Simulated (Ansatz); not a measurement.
`[I][GeH2][I]` + HCl → `[Cl][GeH2][I]` + HI at 700 K and 1 bar (ligand exchange at a Ge–I bond).

Calculated with Ansatz (gas phase, PBE0-D4/def2-TZVP geometries, no zero-point term in ΔE). CCSD(T)/CBS adds triple-zeta CCSD(T) − MP2 to the extrapolated MP2 energy (def2 sets, frozen cores). This one scheme is used for every species. Elements past krypton have def2 core potentials. For Ge, I outer-core shells are correlated without core-valence functions, which leaves a few kJ/mol of doubt a bond. Scalar relativity is left out up to krypton.

| species | CCSD(T)/CBS energy (Eh) | H − E (kJ/mol) | S (J/(mol·K)) |
| --- | --- | --- | --- |
| `[I][GeH2][I]` | -2672.26499 | 94.5 | 410.5 |
| HCl | -460.38127 | 38.4 | 211.8 |
| `[Cl][GeH2][I]` | -2834.60434 | 95.1 | 395.0 |
| HI | -298.03592 | 34.6 | 231.7 |

H − E and S are ideal-gas, rigid-rotor, harmonic terms from PBE0-D4/def2-TZVP. 1 Eh = 2625.50 kJ/mol, R = 8.31446 J/(mol·K).

Q: By hand: ΔE, ΔH, ΔS and ΔG.

A: ΔE = (-2834.60434) + (-298.03592) − (-2672.26499) − (-460.38127) = 0.00600 Eh = 15.8 kJ/mol. Δ(H − E) = 95.1 + 34.6 − 94.5 − 38.4 = -3.2, so ΔH = 12.6 kJ/mol. ΔS = 395.0 + 231.7 − 410.5 − 211.8 = 4.4 J/(mol·K). ΔG = 12.6 − 700 × (4.4)/1000 = 9.5 kJ/mol.

Q: By hand: the equilibrium constant, and the temperature at which ΔG would vanish if ΔH and ΔS stayed fixed.

A: log₁₀ K = −ΔG/(RT ln 10) = -0.7. ΔG = 0 at ΔH/ΔS = 2864 K, far beyond where these terms or the molecules hold.

The number of gas molecules stays the same, so ΔS is small and ΔH decides. A doubt of 5 kJ/mol in ΔE shifts log₁₀ K by 0.4 here. These are equilibria of isolated gas molecules and say nothing of rates. Largest T1 diagnostic: 0.009 (customary marks: 0.02 for closed shells, 0.045 for open ones).
